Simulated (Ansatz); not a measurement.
Gas-phase reaction R1 + R2 → P1 + P2, each structure at its B3LYP-D3(BJ)/def2-TZVP stationary point, reached from a drawn start (curvature not checked).
R1: H atom, charge 0, multiplicity 2.
P1: H2 (SMILES [H][H]), charge 0, multiplicity 1.
R2, C2H6O (SMILES COC) (charge 0, multiplicity 1):
```xyz
9

C      1.168     0.056    -0.083
O     -0.036     0.256    -0.788
C     -1.172    -0.028    -0.004
H      1.272    -0.986     0.247
H      1.230     0.707     0.799
H      1.987     0.297    -0.760
H     -1.179    -1.074     0.330
H     -2.050     0.153    -0.623
H     -1.221     0.619     0.882
```
P2: C2H5O (SMILES [CH2]OC), charge 0, multiplicity 2.

P less R. No zero-point or thermal terms; singlets are restricted closed shells; open shells are unrestricted.

Correlated levels freeze the cores.

The values were computed with Ansatz (an electronic-structure program) with Gaussian orbitals. Each number belongs to the level named beside it.

Total energies in hartree:

```csv
structure,PBE/def2-TZVPP,r2SCAN/def2-TZVPP,CCSD(T)/cc-pVTZ
R1,-0.499616,-0.499927,-0.499810
P1,-1.166122,-1.171285,-1.172336
R2,-154.890306,-154.995570,-154.776737
P2,-154.233964,-154.339180,-154.113554
```

Task: Work out the reaction energy at each level in kcal/mol (1 hartree = 627.50947 kcal/mol), and say how far PBE/def2-TZVPP lies from CCSD(T)/cc-pVTZ.

Result: 
- PBE/def2-TZVPP: (-1.166122) + (-154.233964) − (-0.499616) − (-154.890306) = -0.010164 hartree = -6.38 kcal/mol
- r2SCAN/def2-TZVPP: (-1.171285) + (-154.339180) − (-0.499927) − (-154.995570) = -0.014968 hartree = -9.39 kcal/mol
- CCSD(T)/cc-pVTZ: (-1.172336) + (-154.113554) − (-0.499810) − (-154.776737) = -0.009343 hartree = -5.86 kcal/mol
PBE/def2-TZVPP less CCSD(T)/cc-pVTZ: -0.52 kcal/mol. CCSD(T)/cc-pVTZ is the level counted from, the highest shown, and no exact or measured value.
